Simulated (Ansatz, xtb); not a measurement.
## FH7OSi3: 3 structures ranked

3 gas-phase structures of FH7OSi3, found in a search over its isomers (lower ones may exist). Each was relaxed with GFN2-xTB; where two conformers were screened, the lower at r2SCAN-D4/def2-SVP//GFN2-xTB is listed:

A. `F[SiH2]O[SiH2][SiH3]`, a singlet
B. `F[Si@H]([SiH3])O[SiH3]`, a singlet
C. `F[SiH2][SiH2]O[SiH3]`, a singlet

**Question.** Which do you expect lowest at r2SCAN-D4/def2-SVP//GFN2-xTB, and how would the others follow?

**Answer.** Calculated order at r2SCAN-D4/def2-SVP//GFN2-xTB: A (0.0), B (1.7), C (12.2) kcal/mol.

Energies above the lowest of each column, in kcal/mol; the last columns are at r2SCAN-D4/def2-SVP geometries (a dash: not run or not comparable):

| structure | GFN2-xTB | HF/STO-3G | r2SCAN-D4/def2-SVP//GFN2-xTB | r2SCAN-D4/def2-SVP | CCSD(T)/def2-SVP + ΔMP2/def2-TZVPP |
| --- | --- | --- | --- | --- | --- |
| A | 0.0 | 0.0 | 0.0 | 0.0 | 0.0 |
| B | 0.4 | 0.0 | 1.7 | 2.2 | 1.3 |
| C | 0.2 | 8.5 | 12.2 | 10.5 | – |

Every level run on A puts it lowest or level with the lowest. Flexible structures stand in one conformer each, not always the lowest. Frequencies (r2SCAN-D4/def2-SVP) were run for A, B alone. ΔMP2 is the change of the MP2 energy from the smaller to the larger basis.

Programs: Ansatz 0.2.0, xtb 6.7.1.
